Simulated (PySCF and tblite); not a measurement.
C₇H₇NO, numbered as in [N:1]#[C:2][C@@H:3]1[CH2:4][CH2:5][CH:6]=[CH:7][C:8]1=[O:9].

Geometries GFN2-xTB; weights from PBE0-D3(BJ)/pcSseg-1 energies and GFN2-xTB thermal corrections, with symmetry numbers and mirror pairs. Conformers within 3 kcal/mol (GFN2-xTB free energy) were kept, 9 at most. GIAO shieldings: PBE0/pcSseg-1. Shifts are against TMS (¹H), TMS (¹³C), NH3 (¹⁵N) at the same level; of two unlike H on one atom, a is the less shielded. Programs: PySCF with density fitting and tblite.

Question: List the conformer-averaged shifts at 298.15 K.

Answer: ¹H: 7.40 (H6, 1H), 6.30 (H7, 1H), 3.16 (H3, 1H), 3.00 (H5a, 1H), 2.38 (H5b, 1H), 2.25 (H4a, 1H), 2.15 (H4b, 1H) ppm. ¹³C: 192.8 (C8), 160.3 (C6), 135.2 (C7), 121.6 (C2), 39.4 (C3), 31.4 (C4), 28.0 (C5) ppm. ¹⁵N: 305.5 (N1) ppm.

Question: How do the conformers differ?

Answer: The 6-ring runs over atoms 3–4–5–6–7–8.
```json
{"conformer": "1", "shape": "6-ring half-chair (ring torsions -48, 18, 2, 9, -40, 60°)", "weight %": "77.7"}
{"conformer": "2", "shape": "6-ring envelope (ring torsions 52, -22, -3, -3, 33, -58°)", "weight %": "22.3"}
```

```
signal      1      2  average
    H3   3.19   3.07     3.16
   H4a   2.27   2.18     2.25
   H4b   2.10   2.33     2.15
   H5a   3.16   2.40     3.00
   H5b   2.36   2.46     2.38
    H6   7.41   7.35     7.40
    H7   6.29   6.35     6.30
    C2  121.4  122.0    121.6
    C3   39.1   40.2     39.4
    C4   30.9   32.9     31.4
    C5   27.6   29.7     28.0
    C6  160.6  159.1    160.3
    C7  134.8  136.6    135.2
    C8  192.9  192.6    192.8
    N1  305.2  306.4    305.5
```

Question: Which signal moves most, for its nucleus, between 150 and 400 K through the change of populations alone?

Answer: H5a: 3.11 ppm at 150 K, 3.07 ppm at 200 K, 3.03 ppm at 250 K, 3.00 ppm at 298.15 K, 2.94 ppm at 400 K.

Unscaled ¹⁵N shifts at such levels can be off by tens of ppm; differences between conformers or isomers are more reliable. Shifts are unscaled: against experiment ¹³C can be off by 15 ppm or more and ¹H by 0.8 ppm.


¹⁵N shifts are against a computed isolated NH3 molecule, about 20 ppm from the liquid.